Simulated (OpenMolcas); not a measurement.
# d1 ions of charge +4 down a group on the Ga site of K2NaGaF6

- Program: OpenMolcas 26.06
- Method: CASSCF
- Spin-orbit coupling: state interaction with AMFI integrals over the reference wave functions

The d shell is active. Each dopant is a cluster with its nearest anions in model potentials and point charges, with no relaxation and no local charge compensation. Distances were set from a Shannon-type radius of the metal (high-spin where two are listed) plus a fixed donor radius (F 1.31 Å), in hosts weighted 0.65 to 0.35 with the host's distance in the model lattice. Ligand basis ANO-RCC-VDZP, DKH2 Hamiltonian. States (labels of O, the rotations of Oh). Energies in cm-1 above the lowest state or level, χT in cm3 K/mol; under a threefold ground state the first gap can be a small split of the lowest multiplet, not the spin-orbit step; 10Dq is the gap between the two states. Spin-only χT is S(S+1) / 2 for the spin of the ground state.

```csv
Ion,Shell,R (Å),Metal basis,Ground state,First state of that spin,10Dq,First gap with spin-orbit (degeneracies),χT at 300 K,Spin-only χT
V4+,3d1,1.907,ANO-RCC-VTZP,2T2,2E 18493,18493,"335.0 (4, 2)",0.364,0.375
Nb4+,4d1,1.972,ANO-RCC-VTZP,2T2,2E 34037,34037,"967.6 (4, 2)",0.152,0.375
Ta4+,5d1,1.972,ANO-RCC-VTZP,2T2,2E 40071,40071,"3709 (4, 2)",0.043,0.375
```

|10Dq| changes by factors of 34037 / 18493 = 1.84 from V4+ to Nb4+, 40071 / 34037 = 1.18 from Nb4+ to Ta4+.

χT departs most from the spin-only value for Ta4+, by -0.332 cm3 K/mol.

An orbital triplet at a regular site is open to Jahn-Teller coupling, which can distort the site and quench the lowest spin-orbit gaps and is left out. Ligand-to-metal charge-transfer states are missing. The least metal-like active orbital is 82 % on the metal (Löwdin) and no ligand orbital is active, so the numbers are rough (holds for V4+). With metal d orbitals alone and no dynamic correlation 10Dq can be off by a tenth to a fifth, either way, in oxide and fluoride hosts (holds for V4+). The least metal-like active orbital is 79 % on the metal (Löwdin) and no ligand orbital is active, so the numbers are rough (holds for Nb4+). With metal d orbitals alone the field can be off either way by tens of per cent (holds for Nb4+; Ta4+). The least metal-like active orbital is 77 % on the metal (Löwdin) and no ligand orbital is active, so the numbers are rough (holds for Ta4+). No measured value stands beside these numbers; the geometry was set by hand and not optimised.
